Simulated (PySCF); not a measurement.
## Radial density of Dy⁵⁶⁺ (dysprosium, charge +56)

UHF, [Ne], closed-shell 1S. All numbers are calculated (PySCF 2.14, the non-relativistic Hamiltonian (point nucleus), in an even-tempered Gaussian basis (17 s from 33 bohr⁻², ratio 2.2; 10 p from 43 bohr⁻², ratio 2.2; 6 d from 170 bohr⁻², ratio 2.4; 5 f from 260 bohr⁻², ratio 2.4; 4 g from 390 bohr⁻², ratio 2.4)).

```json
{"r (bohr)": "0.000406", "4πr²ρ (e/bohr)": "0.3946"}
{"r (bohr)": "0.000684", "4πr²ρ (e/bohr)": "1.076"}
{"r (bohr)": "0.00115", "4πr²ρ (e/bohr)": "2.863"}
{"r (bohr)": "0.00193", "4πr²ρ (e/bohr)": "7.306"}
{"r (bohr)": "0.00325", "4πr²ρ (e/bohr)": "17.37"}
{"r (bohr)": "0.00547", "4πr²ρ (e/bohr)": "36.71"}
{"r (bohr)": "0.00921", "4πr²ρ (e/bohr)": "63.80"}
{"r (bohr)": "0.0155", "4πr²ρ (e/bohr)": "81.44"}
{"r (bohr)": "0.0260", "4πr²ρ (e/bohr)": "72.41"}
{"r (bohr)": "0.0438", "4πr²ρ (e/bohr)": "74.66"}
{"r (bohr)": "0.0737", "4πr²ρ (e/bohr)": "92.44"}
{"r (bohr)": "0.124", "4πr²ρ (e/bohr)": "38.19"}
{"r (bohr)": "0.208", "4πr²ρ (e/bohr)": "1.929"}
{"r (bohr)": "0.351", "4πr²ρ (e/bohr)": "0.003581"}
```

A non-relativistic calculation at this Z misses sizeable relativistic shifts. Spin-orbit coupling, which splits the p, d and f shells strongly at this Z, is absent.
